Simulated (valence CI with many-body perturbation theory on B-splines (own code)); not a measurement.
Forbidden lines of I XXXVIII

Method: valence CI with perturbative core correlation (CI+MBPT): six valence electrons over a frozen Dirac-Fock core [Ne], radial functions for each j: 9 s, 9 p, 8 d, 6 f, 3 g, 1 h, with the one-electron correlation potential Σ1 (screened to all orders), the two-electron term Σ2, the three-electron term Σ3, Breit, model QED; selected single and double excitations, second order for the rest, scaled by the run's own slope (own B-spline code, finite nucleus).

No measured spectrum was set against this ion. As an estimate, large intervals hold to a few tenths of a per cent, small ones and those within an open d or f shell to about a per cent. Among the levels kept, up to 1500 cm⁻¹ of a level comes from second order outside the variational space, and about a tenth of that is noise between levels of different J, which matters for small intervals.

Lines 1 to 22 of 22 in falling wavelength, among levels below 2227800 cm⁻¹, chosen from the decays that carry over 1 % of a level's rate. Wavelengths and rates use the calculated energies. Electric multipoles are in the length gauge, E1 and E2 with the static RPA response of the core. S is in atomic units (e²a₀⁴ for E2 and M2, e²a₀⁶ for E3), for M1 in squared Bohr magnetons. Weak lines are less certain than strong ones. Lines between different terms over intervals too small for the method are left out, as are lines whose strength nearly cancels.

Levels are named by their leading jj configuration (3d3/2^4 stands for four electrons in 3d with j = 3/2), which in mixed levels can hold well under half, so a name can repeat and another be missing. Letters in brackets count levels of one name in rising energy.

```
λ vac (Å)                               Upper                               Lower  Type   A (s⁻¹)  S (a.u.)
     1005          (3s^2 3p1/2^2 3p3/2^2) J=0          (3s^2 3p1/2^2 3p3/2^2) J=2    E2  6.08e+00  5.57e-03
    918.2  (3s^2 3p1/2 3p3/2^2 3d5/2) J=4 [b]      (3s^2 3p1/2 3p3/2^2 3d3/2) J=4    M1  5.68e+03  1.47e+00
    873.5      (3s^2 3p1/2^2 3p3/2 3d5/2) J=4      (3s^2 3p1/2^2 3p3/2 3d3/2) J=3    M1  2.01e+04  4.46e+00
    772.8      (3s^2 3p1/2 3p3/2^2 3d5/2) J=5      (3s^2 3p1/2 3p3/2^2 3d3/2) J=4    M1  2.57e+04  4.84e+00
    611.8  (3s^2 3p1/2 3p3/2^2 3d5/2) J=4 [b]  (3s^2 3p1/2 3p3/2^2 3d3/2) J=3 [a]    M1  2.37e+04  1.81e+00
    302.5      (3s^2 3p1/2 3p3/2^2 3d3/2) J=4      (3s^2 3p1/2^2 3p3/2 3d5/2) J=3    M1  4.71e+04  4.35e-01
    263.0  (3s^2 3p1/2 3p3/2^2 3d5/2) J=4 [a]      (3s^2 3p1/2^2 3p3/2 3d5/2) J=3    M1  5.10e+05  3.09e+00
    227.5  (3s^2 3p1/2 3p3/2^2 3d5/2) J=4 [b]      (3s^2 3p1/2^2 3p3/2 3d5/2) J=3    M1  2.21e+05  8.70e-01
    219.1      (3s^2 3p1/2 3p3/2^2 3d3/2) J=4      (3s^2 3p1/2^2 3p3/2 3d5/2) J=4    M1  6.95e+04  2.44e-01
    218.3            (3s^2 3p1/2 3p3/2^3) J=1          (3s^2 3p1/2^2 3p3/2^2) J=0    M1  7.12e+05  8.24e-01
    197.6  (3s^2 3p1/2 3p3/2^2 3d5/2) J=4 [a]      (3s^2 3p1/2^2 3p3/2 3d5/2) J=4    M1  1.87e+06  4.82e+00
    179.3            (3s^2 3p1/2 3p3/2^3) J=1          (3s^2 3p1/2^2 3p3/2^2) J=2    M1  2.81e+06  1.80e+00
    176.9  (3s^2 3p1/2 3p3/2^2 3d5/2) J=4 [b]      (3s^2 3p1/2^2 3p3/2 3d5/2) J=4    M1  2.14e+05  3.96e-01
    176.9  (3s^2 3p1/2 3p3/2^2 3d5/2) J=4 [b]      (3s^2 3p1/2^2 3p3/2 3d5/2) J=4    E2  5.71e+03  7.95e-03
    175.2      (3s^2 3p1/2 3p3/2^2 3d3/2) J=4      (3s^2 3p1/2^2 3p3/2 3d3/2) J=3    M1  3.84e+05  6.89e-01
    175.2      (3s^2 3p1/2 3p3/2^2 3d3/2) J=4      (3s^2 3p1/2^2 3p3/2 3d3/2) J=3    E2  7.69e+03  1.02e-02
    170.7      (3s^2 3p1/2 3p3/2^2 3d5/2) J=5      (3s^2 3p1/2^2 3p3/2 3d5/2) J=4    M1  5.14e+05  1.04e+00
    170.7      (3s^2 3p1/2 3p3/2^2 3d5/2) J=5      (3s^2 3p1/2^2 3p3/2 3d5/2) J=4    E2  7.91e+03  1.13e-02
    163.3            (3s^2 3p1/2 3p3/2^3) J=2          (3s^2 3p1/2^2 3p3/2^2) J=2    M1  1.84e+06  1.49e+00
    161.2  (3s^2 3p1/2 3p3/2^2 3d5/2) J=4 [a]      (3s^2 3p1/2^2 3p3/2 3d3/2) J=3    M1  1.51e+05  2.11e-01
    153.2                  (3s^2 3p3/2^4) J=0            (3s^2 3p1/2 3p3/2^3) J=1    M1  8.73e+06  1.16e+00
    72.86      (3s^2 3p1/2^2 3p3/2 3d5/2) J=4          (3s^2 3p1/2^2 3p3/2^2) J=2    M2  2.28e+03  3.76e-05
```
